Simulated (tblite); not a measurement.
Record of a relaxation.

C₈H₁₀GeO.
Atom-mapped SMILES: `[CH3:1][C:2]#[C:3][Ge@@H:4]1[CH:5]=[CH:6][C@@H:7]1[C:8]([CH3:9])=[O:10]` (hydrogens: H11, H12, H13 on C1; H14 on Ge4; H15 on C5; H16 on C6; H17 on C7; H18, H19, H20 on C9)

Computed with GFN2-xTB (tblite), gas phase: L-BFGS steps from a force-field or distance-geometry start until the largest atomic force falls under 0.01 eV/Å. 9 of its 126 geometries are shown.

Step 0: E = -762.7389 eV, largest atomic force 6.261 eV/Å
```
atom  x, y, z in Å  |  force x, y, z in eV/Å
C1      3.457    1.109   -1.242   -0.536   0.093  -0.009
C2      2.381    0.825   -0.287    0.617   0.117  -0.417
C3      1.519    0.577    0.517   -0.080   0.366   0.188
Ge4     0.127    0.207    1.745    3.533   0.463   1.949
C5     -0.001   -1.700    2.126   -1.529  -1.183  -0.652
C6     -1.204   -1.912    1.437    3.983   1.629   2.186
C7     -1.397   -0.476    1.022   -5.662  -0.610  -2.602
C8     -1.440   -0.313   -0.471    0.159  -0.805  -0.640
C9     -2.421    0.617   -1.113   -0.826   0.991   0.379
O10    -0.682   -0.948   -1.184   -0.115   0.218   0.559
H11     3.082    0.895   -2.269    0.351   0.164   0.675
H12     4.327    0.473   -1.019   -0.318   0.282  -0.128
H13     3.728    2.182   -1.155   -0.078  -0.682  -0.126
H14    -0.033    1.103    2.998    0.130  -0.044  -0.568
H15     0.656   -2.357    2.663   -0.209  -0.691   0.006
H16    -1.801   -2.799    1.291    0.128   0.369  -0.085
H17    -2.291   -0.048    1.531   -0.100  -0.205  -0.651
H18    -1.878    1.377   -1.706   -0.296  -0.453   0.183
H19    -3.099    0.054   -1.783    0.481   0.298   0.326
H20    -3.037    1.143   -0.345    0.369  -0.316  -0.576
```

Step 16: E = -763.8913 eV, largest atomic force 0.120 eV/Å
```
atom  x, y, z in Å  |  force x, y, z in eV/Å
C1      3.448    1.117   -1.244    0.009   0.015   0.006
C2      2.414    0.860   -0.269   -0.064   0.013   0.101
C3      1.571    0.705    0.582    0.063  -0.005  -0.067
Ge4     0.229    0.168    1.807   -0.028   0.000  -0.046
C5      0.027   -1.750    2.161    0.017   0.011  -0.015
C6     -1.132   -1.844    1.512    0.018  -0.010   0.067
C7     -1.541   -0.501    0.980   -0.063  -0.054   0.018
C8     -1.481   -0.360   -0.490    0.056   0.076  -0.011
C9     -2.442    0.638   -1.107    0.003  -0.012  -0.012
O10    -0.666   -0.955   -1.163   -0.050   0.013   0.019
H11     3.082    0.895   -2.246   -0.019   0.005   0.046
H12     4.314    0.486   -1.037   -0.032   0.024  -0.005
H13     3.748    2.164   -1.192    0.016  -0.021  -0.034
H14     0.076    1.201    2.926    0.034  -0.029  -0.042
H15     0.572   -2.554    2.627    0.025   0.001   0.008
H16    -1.719   -2.739    1.359   -0.047   0.007  -0.020
H17    -2.479   -0.139    1.399   -0.005   0.008  -0.002
H18    -1.882    1.354   -1.706    0.010  -0.016   0.003
H19    -3.109    0.101   -1.779   -0.012  -0.007  -0.015
H20    -3.035    1.165   -0.363    0.067  -0.020   0.000
```

Step 31: E = -763.8990 eV, largest atomic force 0.063 eV/Å
```
atom  x, y, z in Å  |  force x, y, z in eV/Å
C1      3.449    1.138   -1.240    0.012  -0.003  -0.012
C2      2.426    0.898   -0.251   -0.056  -0.015   0.006
C3      1.558    0.703    0.565    0.038   0.030   0.000
Ge4     0.217    0.155    1.783   -0.007   0.036   0.040
C5      0.022   -1.759    2.145   -0.009   0.009  -0.002
C6     -1.158   -1.854    1.533   -0.002   0.006   0.011
C7     -1.570   -0.517    0.989    0.009   0.017  -0.009
C8     -1.474   -0.369   -0.479   -0.053  -0.014  -0.032
C9     -2.417    0.638   -1.109   -0.005   0.007   0.007
O10    -0.652   -0.970   -1.138   -0.025   0.030   0.023
H11     3.053    0.897   -2.226    0.013   0.017  -0.014
H12     4.309    0.500   -1.041    0.006  -0.001   0.004
H13     3.768    2.180   -1.223   -0.025   0.003   0.009
H14     0.096    1.182    2.912    0.004  -0.033  -0.033
H15     0.580   -2.559    2.603    0.006  -0.016  -0.007
H16    -1.757   -2.743    1.399   -0.033  -0.011   0.005
H17    -2.511   -0.142    1.390    0.026  -0.020   0.003
H18    -1.848    1.330   -1.727   -0.003  -0.041  -0.019
H19    -3.115    0.107   -1.757    0.056  -0.004   0.000
H20    -2.984    1.194   -0.367    0.048   0.005   0.022
```

Step 47: E = -763.9112 eV, largest atomic force 0.095 eV/Å
```
atom  x, y, z in Å  |  force x, y, z in eV/Å
C1      3.422    1.192   -1.260   -0.031   0.010   0.009
C2      2.382    0.929   -0.292    0.055  -0.007  -0.009
C3      1.532    0.735    0.543   -0.037  -0.023  -0.006
Ge4     0.208    0.117    1.751    0.068   0.002   0.000
C5      0.004   -1.800    2.094    0.029   0.034   0.055
C6     -1.228   -1.859    1.591   -0.027  -0.013  -0.029
C7     -1.615   -0.531    1.017    0.015   0.019   0.047
C8     -1.458   -0.409   -0.447   -0.010  -0.043   0.038
C9     -2.319    0.639   -1.118    0.038  -0.040   0.014
O10    -0.636   -1.056   -1.060   -0.005   0.014  -0.094
H11     3.060    0.955   -2.259   -0.012  -0.005   0.004
H12     4.289    0.568   -1.041   -0.018   0.025  -0.001
H13     3.716    2.241   -1.226    0.007   0.002   0.007
H14     0.084    1.090    2.919    0.011   0.010   0.019
H15     0.580   -2.608    2.516   -0.045   0.007  -0.010
H16    -1.878   -2.720    1.542   -0.004  -0.028  -0.024
H17    -2.554   -0.125    1.383   -0.045   0.026   0.020
H18    -1.721    1.188   -1.841    0.009   0.007  -0.057
H19    -3.120    0.135   -1.656   -0.011  -0.001  -0.002
H20    -2.753    1.328   -0.399    0.013   0.006   0.019
```

Step 62: E = -763.9281 eV, largest atomic force 0.077 eV/Å
```
atom  x, y, z in Å  |  force x, y, z in eV/Å
C1      3.364    1.282   -1.270   -0.026   0.012  -0.012
C2      2.345    0.939   -0.307    0.064  -0.001  -0.016
C3      1.501    0.676    0.514    0.014  -0.031   0.062
Ge4     0.222    0.061    1.769    0.034  -0.059  -0.036
C5     -0.061   -1.845    2.125   -0.017  -0.037  -0.015
C6     -1.294   -1.857    1.618   -0.024  -0.006   0.030
C7     -1.617   -0.518    1.033    0.008  -0.013  -0.005
C8     -1.435   -0.467   -0.435   -0.021   0.011   0.024
C9     -2.196    0.627   -1.145   -0.007   0.011  -0.019
O10    -0.682   -1.214   -1.022    0.008   0.036  -0.015
H11     3.011    1.049   -2.273   -0.005  -0.008  -0.031
H12     4.268    0.706   -1.070   -0.011   0.007   0.007
H13     3.596    2.344   -1.209    0.015   0.017  -0.001
H14     0.194    1.027    2.943   -0.043   0.041   0.040
H15     0.474   -2.685    2.537    0.012   0.022   0.027
H16    -1.975   -2.694    1.552    0.017  -0.013   0.027
H17    -2.544   -0.060    1.373    0.010   0.000  -0.031
H18    -1.647    0.942   -2.029   -0.028  -0.010  -0.025
H19    -3.156    0.219   -1.457   -0.019   0.041  -0.018
H20    -2.371    1.479   -0.491    0.018  -0.021   0.007
```

Step 78: E = -763.9416 eV, largest atomic force 0.050 eV/Å
```
atom  x, y, z in Å  |  force x, y, z in eV/Å
C1      3.333    1.335   -1.281    0.017  -0.008  -0.001
C2      2.373    0.925   -0.285   -0.037  -0.010   0.014
C3      1.579    0.592    0.561   -0.008   0.030  -0.011
Ge4     0.250    0.007    1.778    0.005  -0.016   0.030
C5     -0.102   -1.879    2.172   -0.017  -0.006   0.014
C6     -1.318   -1.867    1.628    0.005  -0.014  -0.018
C7     -1.588   -0.530    1.008   -0.014  -0.003   0.001
C8     -1.422   -0.491   -0.462    0.030   0.020  -0.010
C9     -2.158    0.627   -1.166    0.004   0.016  -0.020
O10    -0.689   -1.251   -1.057   -0.014   0.008   0.018
H11     2.953    1.099   -2.274   -0.009   0.004  -0.003
H12     4.270    0.803   -1.126    0.036  -0.008  -0.005
H13     3.515    2.406   -1.210   -0.006   0.004  -0.004
H14     0.174    1.001    2.935   -0.002   0.003  -0.011
H15     0.385   -2.716    2.644    0.034  -0.001  -0.004
H16    -2.019   -2.688    1.571   -0.015  -0.001   0.005
H17    -2.499   -0.040    1.347   -0.009   0.020  -0.022
H18    -1.704    0.809   -2.137   -0.009   0.011  -0.003
H19    -3.195    0.330   -1.319   -0.009  -0.005   0.027
H20    -2.143    1.539   -0.571    0.019  -0.046   0.003
```

Step 94: E = -763.9441 eV, largest atomic force 0.029 eV/Å
```
atom  x, y, z in Å  |  force x, y, z in eV/Å
C1      3.324    1.348   -1.284   -0.008  -0.002   0.009
C2      2.369    0.928   -0.286   -0.023  -0.006   0.016
C3      1.573    0.600    0.561    0.005   0.000  -0.013
Ge4     0.248   -0.005    1.776    0.011   0.003  -0.002
C5     -0.115   -1.890    2.170   -0.005   0.000  -0.002
C6     -1.335   -1.868    1.633    0.001   0.007   0.003
C7     -1.592   -0.534    1.005    0.001   0.003  -0.004
C8     -1.405   -0.502   -0.463    0.007   0.004  -0.008
C9     -2.134    0.620   -1.167   -0.009   0.014  -0.004
O10    -0.666   -1.264   -1.048   -0.007   0.007   0.008
H11     2.941    1.110   -2.276    0.004   0.001   0.006
H12     4.270    0.828   -1.135   -0.007   0.001   0.005
H13     3.492    2.422   -1.212    0.004  -0.008  -0.006
H14     0.163    0.986    2.933    0.003   0.002   0.001
H15     0.373   -2.728    2.638    0.015  -0.005   0.000
H16    -2.049   -2.679    1.589    0.002  -0.007   0.001
H17    -2.504   -0.031    1.323    0.004  -0.011   0.005
H18    -1.726    0.764   -2.164   -0.008  -0.005   0.002
H19    -3.190    0.366   -1.248    0.007   0.000   0.000
H20    -2.044    1.539   -0.590    0.005   0.002  -0.017
```

Step 109: E = -763.9452 eV, largest atomic force 0.020 eV/Å
```
atom  x, y, z in Å  |  force x, y, z in eV/Å
C1      3.307    1.356   -1.281    0.002  -0.003  -0.001
C2      2.351    0.934   -0.285   -0.007  -0.010   0.014
C3      1.563    0.596    0.564    0.009   0.008  -0.005
Ge4     0.247   -0.012    1.786   -0.009   0.002   0.008
C5     -0.121   -1.898    2.174    0.001   0.002  -0.006
C6     -1.338   -1.873    1.630   -0.003   0.001  -0.003
C7     -1.590   -0.535    1.004    0.002  -0.001   0.000
C8     -1.394   -0.501   -0.463   -0.010   0.013   0.011
C9     -2.117    0.619   -1.175   -0.003  -0.006   0.003
O10    -0.646   -1.259   -1.040    0.009  -0.013  -0.011
H11     2.932    1.111   -2.274   -0.002  -0.002   0.002
H12     4.255    0.842   -1.124    0.003   0.003  -0.002
H13     3.468    2.432   -1.214    0.003  -0.003  -0.001
H14     0.167    0.980    2.942   -0.001  -0.005  -0.001
H15     0.366   -2.739    2.640    0.002   0.006  -0.004
H16    -2.052   -2.683    1.579    0.009   0.003   0.001
H17    -2.504   -0.034    1.319   -0.001  -0.001  -0.002
H18    -1.770    0.696   -2.201    0.002   0.001  -0.005
H19    -3.187    0.421   -1.172   -0.014  -0.005  -0.001
H20    -1.941    1.558   -0.653    0.007   0.008   0.003
```

Step 125: E = -763.9458 eV, largest atomic force 0.010 eV/Å
```
atom  x, y, z in Å  |  force x, y, z in eV/Å
C1      3.312    1.338   -1.274    0.005  -0.002   0.002
C2      2.356    0.932   -0.271   -0.005   0.000  -0.007
C3      1.563    0.613    0.580   -0.003   0.006   0.000
Ge4     0.239    0.006    1.793    0.004  -0.006   0.003
C5     -0.107   -1.886    2.165    0.006  -0.001  -0.001
C6     -1.322   -1.873    1.617   -0.001   0.000   0.008
C7     -1.589   -0.533    1.001    0.002   0.002   0.001
C8     -1.397   -0.491   -0.466    0.006   0.001  -0.004
C9     -2.135    0.622   -1.174    0.005   0.007   0.001
O10    -0.644   -1.241   -1.048    0.004  -0.001  -0.003
H11     2.931    1.083   -2.263    0.000   0.005   0.006
H12     4.258    0.822   -1.116    0.001   0.000   0.004
H13     3.478    2.413   -1.220    0.001  -0.004  -0.008
H14     0.152    0.990    2.957   -0.005  -0.001  -0.009
H15     0.392   -2.723    2.624   -0.009  -0.001   0.002
H16    -2.024   -2.692    1.555    0.003  -0.004  -0.002
H17    -2.509   -0.045    1.319   -0.001   0.000   0.003
H18    -1.796    0.698   -2.204   -0.008  -0.001   0.003
H19    -3.204    0.418   -1.160   -0.005  -0.002  -0.003
H20    -1.958    1.564   -0.657    0.001   0.002   0.003
```

Task: Summarise the path.

Result: The energy falls by 1.2069 eV from step 0 to step 125; nine tenths of that is first reached at step 7. It rises by more than 0.2 meV at step 65. The largest force goes from 6.261 to 0.010 eV/Å. Among the bonds Ge4–C7 changes most, from 1.819 to 2.064 Å; the atoms move by 0.446 Å rms after alignment.

What follows is the cost of the whole relaxation. The run took 1.2 s on one thread, Arm Neoverse V1 (aarch64), shared host with 32 logical CPUs at a one-minute load of 31.
